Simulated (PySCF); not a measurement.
Atom-mapped SMILES (the numbers label the heavy atoms): `[CH3:1][S+:2]([CH3:3])[CH2:4][O:5][C:6]([F:7])([F:8])[F:9]` (H(Xn): hydrogen on atom n).

Geometry: GFN2-xTB; GIAO shifts from PySCF 2.14.0 with density-fitted response routines, gas phase, non-relativistic, averaged over equivalent atoms.

At PBE0/pcSseg-1 (200 basis functions, 39 s wall time on 1 thread of an Arm Neoverse V2, shared host):
```
      atoms  δ (ppm)
         C6    130.1
         C4     85.0
      C1/C3     28.8
         O5    124.0
   F7/F8/F9    -77.0
      H(C4)     5.44
H(C1)/H(C3)     3.00
```

Shifts are taken against calculated references (same method and geometry level): TMS for ¹³C (σref 186.93) and ¹H (σref 31.72); H2O for ¹⁷O (σref 336.08); ¹⁹F (σref 170.95) vs CFCl3.

Problem. Estimate the result of repeating the calculation with PBE0/6-31++G**.

Solution. 
```json
{"atoms": "C6", "δ at PBE0/6-31++G**": "126.1", "change": "-4.0"}
{"atoms": "C4", "δ at PBE0/6-31++G**": "81.0", "change": "-4.0"}
{"atoms": "C1/C3", "δ at PBE0/6-31++G**": "26.8", "change": "-2.0"}
{"atoms": "O5", "δ at PBE0/6-31++G**": "108.9", "change": "-15.1"}
{"atoms": "F7/F8/F9", "δ at PBE0/6-31++G**": "-69.7", "change": "+7.3"}
{"atoms": "H(C4)", "δ at PBE0/6-31++G**": "5.50", "change": "+0.06"}
{"atoms": "H(C1)/H(C3)", "δ at PBE0/6-31++G**": "2.91", "change": "-0.09"}
```

References, each an isolated molecule treated in the same way: TMS for ¹³C (σref 198.46), ¹H (σref 31.85); ¹⁷O (σref 338.08) vs H2O; CFCl3 for ¹⁹F (σref 191.09).

The largest change is at O5 (ether oxygen). Cost: 214 basis functions, 39 s wall time on 1 thread of an Arm Neoverse V1, shared host. The order of the carbon signals is the same at both levels.

Unscaled 19F shifts against computed CFCl3 carry errors that often reach 10 to 50 ppm. Experimental scales use liquid or dissolved standards, which lie at an offset from isolated H2O (liquid H2O: subtract about 36 ppm).
